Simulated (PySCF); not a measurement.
A geometry optimisation, step by step.

C5H9BrO.
Numbering: `[CH3:1][O:2][C@@H:3]1[CH2:4][CH2:5][C@H:6]1[Br:7]` (hydrogens: H8, H9, H10 on C1; H11 on C3; H12, H13 on C4; H14, H15 on C5; H16 on C6)

Computed by this run: PySCF, PBE0-D3(BJ)/def2-SVP geometry optimisation, gas phase; density fitting, grid level 1; the optimiser is geomeTRIC in internal coordinates, started from a GFN2-xTB structure. The frame can shift and turn from step to step; on so coarse a grid that alone can change the energy by a few meV, and forces under 0.02 eV/Å are noise.

Step 0: E = -77394.1752 eV, largest atomic force 0.803 eV/Å
```
atom  x, y, z in Å  |  force x, y, z in eV/Å
C1      2.341   -0.335   -0.483   -0.594   0.012   0.541
O2      1.345   -0.297    0.515   -0.077   0.195  -0.220
C3      0.188    0.379    0.131    0.237  -0.583   0.327
C4     -0.884    0.453    1.232    0.137  -0.042  -0.470
C5     -1.947    0.014    0.212    0.251  -0.002   0.068
C6     -0.822   -0.399   -0.739   -0.091   0.542  -0.219
Br7    -0.998    0.159   -2.598    0.034  -0.115   0.065
H8      2.011   -0.902   -1.360   -0.054  -0.143  -0.301
H9      2.618    0.677   -0.800    0.133   0.279  -0.142
H10     3.202   -0.828   -0.037    0.352  -0.152   0.053
H11     0.431    1.361   -0.301   -0.035   0.227  -0.147
H12    -1.024    1.426    1.695   -0.041   0.353   0.244
H13    -0.692   -0.294    1.997    0.114  -0.281   0.286
H14    -2.621   -0.782    0.520   -0.292  -0.263   0.059
H15    -2.531    0.849   -0.168   -0.193   0.247  -0.174
H16    -0.624   -1.470   -0.749    0.120  -0.275   0.031
```

Step 1: E = -77394.2288 eV, largest atomic force 0.165 eV/Å
```
atom  x, y, z in Å  |  force x, y, z in eV/Å
C1      2.326   -0.189   -0.559    0.152  -0.035  -0.054
O2      1.395   -0.187    0.484   -0.061   0.004   0.013
C3      0.176    0.364    0.137   -0.007   0.055  -0.061
C4     -0.874    0.385    1.255    0.025   0.068   0.069
C5     -1.943   -0.041    0.230   -0.064  -0.054  -0.018
C6     -0.804   -0.490   -0.690    0.030  -0.062  -0.006
Br7    -0.968   -0.148   -2.592   -0.002   0.000   0.002
H8      1.978   -0.764   -1.438   -0.016   0.024   0.050
H9      2.565    0.839   -0.900   -0.030  -0.032   0.014
H10     3.247   -0.656   -0.179   -0.029   0.033  -0.023
H11     0.302    1.364   -0.331   -0.044  -0.059   0.034
H12    -1.023    1.341    1.776    0.012  -0.039   0.011
H13    -0.653   -0.398    1.995    0.001  -0.010  -0.047
H14    -2.663   -0.817    0.528    0.003   0.033  -0.017
H15    -2.495    0.813   -0.186    0.039   0.006   0.000
H16    -0.567   -1.559   -0.589   -0.011   0.068   0.033
```

Step 2: E = -77394.2311 eV, largest atomic force 0.048 eV/Å
```
atom  x, y, z in Å  |  force x, y, z in eV/Å
C1      2.329   -0.188   -0.559    0.016   0.006  -0.035
O2      1.395   -0.184    0.483   -0.012   0.001   0.021
C3      0.175    0.364    0.136    0.027  -0.013  -0.008
C4     -0.873    0.380    1.256    0.000   0.046   0.011
C5     -1.944   -0.037    0.229   -0.020  -0.041   0.005
C6     -0.805   -0.490   -0.690    0.005   0.011  -0.015
Br7    -0.967   -0.152   -2.592    0.001  -0.008  -0.001
H8      1.981   -0.774   -1.429    0.003  -0.002   0.002
H9      2.553    0.838   -0.910   -0.004  -0.003  -0.003
H10     3.255   -0.641   -0.178   -0.010   0.008   0.012
H11     0.296    1.363   -0.330   -0.025  -0.001   0.001
H12    -1.018    1.333    1.784    0.003  -0.014   0.022
H13    -0.652   -0.409    1.988    0.003  -0.025  -0.027
H14    -2.669   -0.808    0.522   -0.016   0.015  -0.005
H15    -2.488    0.822   -0.187    0.029   0.016  -0.005
H16    -0.569   -1.558   -0.583    0.000   0.003   0.027
```

Step 3: E = -77394.2338 eV, largest atomic force 0.125 eV/Å
```
atom  x, y, z in Å  |  force x, y, z in eV/Å
C1      2.331   -0.183   -0.563   -0.104   0.028   0.035
O2      1.397   -0.180    0.482    0.042   0.016  -0.024
C3      0.173    0.361    0.137    0.041  -0.088   0.079
C4     -0.871    0.369    1.260   -0.034   0.020  -0.066
C5     -1.945   -0.026    0.224    0.041  -0.027   0.036
C6     -0.806   -0.494   -0.686   -0.032   0.090  -0.029
Br7    -0.958   -0.169   -2.591    0.004  -0.021  -0.005
H8      1.992   -0.796   -1.417    0.013  -0.025  -0.036
H9      2.525    0.840   -0.937    0.015   0.027  -0.016
H10     3.267   -0.602   -0.174    0.033  -0.020   0.021
H11     0.284    1.361   -0.324   -0.005   0.058  -0.034
H12    -1.007    1.310    1.808   -0.007   0.010   0.032
H13    -0.654   -0.439    1.973    0.005  -0.031   0.000
H14    -2.688   -0.783    0.508   -0.035   0.000   0.005
H15    -2.465    0.847   -0.192    0.013   0.021  -0.012
H16    -0.577   -1.560   -0.565    0.011  -0.057   0.015
```

Step 4: E = -77394.2355 eV, largest atomic force 0.167 eV/Å
```
atom  x, y, z in Å  |  force x, y, z in eV/Å
C1      2.332   -0.174   -0.570   -0.147   0.029   0.072
O2      1.402   -0.176    0.480    0.060   0.027  -0.053
C3      0.172    0.355    0.142    0.045  -0.103   0.102
C4     -0.870    0.352    1.266   -0.038   0.000  -0.093
C5     -1.945   -0.010    0.219    0.069  -0.016   0.046
C6     -0.807   -0.500   -0.680   -0.042   0.100  -0.035
Br7    -0.944   -0.198   -2.590    0.004  -0.025  -0.003
H8      2.008   -0.817   -1.407    0.017  -0.027  -0.042
H9      2.490    0.846   -0.968    0.022   0.030  -0.017
H10     3.283   -0.552   -0.175    0.035  -0.025   0.017
H11     0.272    1.358   -0.317    0.002   0.061  -0.037
H12    -0.996    1.280    1.839   -0.007   0.014   0.027
H13    -0.662   -0.479    1.953    0.002  -0.019   0.018
H14    -2.715   -0.744    0.490   -0.031  -0.002   0.005
H15    -2.431    0.883   -0.200   -0.002   0.015  -0.010
H16    -0.590   -1.566   -0.541    0.011  -0.059   0.002
```

Step 5: E = -77394.2362 eV, largest atomic force 0.097 eV/Å
```
atom  x, y, z in Å  |  force x, y, z in eV/Å
C1      2.332   -0.165   -0.575   -0.081   0.010   0.052
O2      1.406   -0.175    0.479    0.035   0.024  -0.041
C3      0.173    0.349    0.146    0.026  -0.059   0.060
C4     -0.870    0.342    1.269   -0.021  -0.006  -0.057
C5     -1.945    0.001    0.216    0.044  -0.007   0.028
C6     -0.809   -0.505   -0.675   -0.024   0.052  -0.023
Br7    -0.934   -0.223   -2.590    0.002  -0.015   0.000
H8      2.017   -0.821   -1.407    0.009  -0.011  -0.022
H9      2.473    0.854   -0.981    0.013   0.015  -0.007
H10     3.290   -0.526   -0.179    0.018  -0.014   0.004
H11     0.265    1.354   -0.312    0.000   0.028  -0.018
H12    -0.990    1.261    1.858   -0.002   0.007   0.013
H13    -0.670   -0.503    1.943   -0.001  -0.004   0.016
H14    -2.732   -0.718    0.479   -0.016   0.000   0.000
H15    -2.407    0.905   -0.205   -0.007   0.005  -0.004
H16    -0.600   -1.572   -0.525    0.004  -0.027  -0.002
```

Step 6: E = -77394.2365 eV, largest atomic force under 0.02 eV/Å
```
atom  x, y, z in Å  |  force x, y, z in eV/Å
C1      2.331   -0.161   -0.575   -0.009  -0.003   0.011
O2      1.408   -0.175    0.478    0.005   0.012  -0.010
C3      0.173    0.347    0.147    0.004  -0.013   0.007
C4     -0.871    0.340    1.269   -0.001  -0.005  -0.009
C5     -1.945    0.003    0.215    0.009   0.000   0.004
C6     -0.809   -0.507   -0.674   -0.002   0.006  -0.006
Br7    -0.932   -0.235   -2.590    0.000  -0.004   0.001
H8      2.018   -0.812   -1.412    0.000   0.002  -0.002
H9      2.477    0.860   -0.977    0.003   0.001   0.001
H10     3.289   -0.527   -0.182   -0.001  -0.002  -0.002
H11     0.264    1.352   -0.312   -0.003   0.000   0.000
H12    -0.989    1.258    1.861    0.001   0.000   0.001
H13    -0.674   -0.507    1.943   -0.001   0.003   0.005
H14    -2.737   -0.711    0.477   -0.002   0.001  -0.003
H15    -2.402    0.909   -0.207   -0.003   0.000   0.001
H16    -0.603   -1.575   -0.520    0.000   0.001   0.001
```

**Question.** Summarise the path.

**Answer.** The energy falls by 5.91 kJ/mol from step 0 to step 6; nine tenths of that is first reached at step 2. It falls at every step. The largest force goes from 0.803 to under 0.02 eV/Å. Among the bonds O2–C3 changes most (a near tie, within 0.001 Å, with another), from 1.394 to 1.380 Å; the atoms move by 0.177 Å rms after alignment.

The cost below is that of the whole optimisation. Time: 59 s wall; peak memory 0.79 GiB. Hardware: Arm Neoverse V2, one thread, shared host with 32 logical CPUs at a one-minute load of 14.
